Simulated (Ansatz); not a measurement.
Reaction (silylene formation by 1,1-elimination): `N[SiH](F)[SiH2]F` → `N[SiH](F)F` + `[SiH2]`

Isolated molecules relaxed with PBE0-D4/def2-TZVP in Ansatz; ΔE leaves out vibrations. CBS: MP2 limit from def2 TZ/QZ plus the TZ coupled-cluster correction, frozen cores. This one scheme is used for every species. Functionals use def2-TZVPP. One conformer a species, not always the lowest.

`N[SiH](F)[SiH2]F`:

```xyz
10

N    -0.573   -1.231    1.067
Si    0.263    0.231    0.863
F     1.822    0.174    1.257
Si    0.097    0.752   -1.422
F    -0.010   -0.647   -2.215
H    -0.875   -1.568    1.966
H    -0.527   -1.966    0.380
H    -0.331    1.236    1.779
H     1.270    1.488   -1.960
H    -1.136    1.530   -1.714
```

`N[SiH](F)F`:

Cartesian coordinates in Å:
```
N 0.965 -0.418 0.033
Si -0.563 0.290 0.068
F -0.418 1.797 -0.406
F -1.615 -0.348 -0.940
H 1.167 -1.253 0.555
H 1.613 -0.273 -0.723
H -1.149 0.205 1.413
```

`[SiH2]`:

Cartesian coordinates in Å:
```
Si 0.574 0.341 0.248
H 0.343 -1.002 -0.438
H -0.917 0.661 0.190
```

```csv
level,ΔE (eV)
PBE0-D4,2.15
ωB97X-V,2.09
ωB97M-V,1.87
B2PLYP,1.89
PBE0,2.08
HF/def2-TZVPP,1.67
CCSD/def2-TZVPP,1.78
HF/CBS(def2),1.67
```

(1) What does CCSD(T)/CBS give? (Best estimate.)

Largest T1 diagnostic among the species: 0.014.

Results:

(1) Ansatz gave: +1.93 eV. The listed levels differ from it by 0.22, 0.16, -0.06, -0.04, 0.15, -0.26, -0.15, -0.26 eV.

In def2-TZVPP, CCSD(T) changes the Hartree–Fock value by +0.17 eV (the triples alone add +0.05 eV) and MP2 by +0.32 eV. The D4 term adds +0.13 eV with B3LYP and +0.07 eV with PBE0; it sums over pairs of atoms, weighted by their polarisabilities, and B3LYP, whose exchange is more repulsive, gets the larger term.

B3LYP here is the variant with VWN-RPA as its local correlation; programs differ in this.
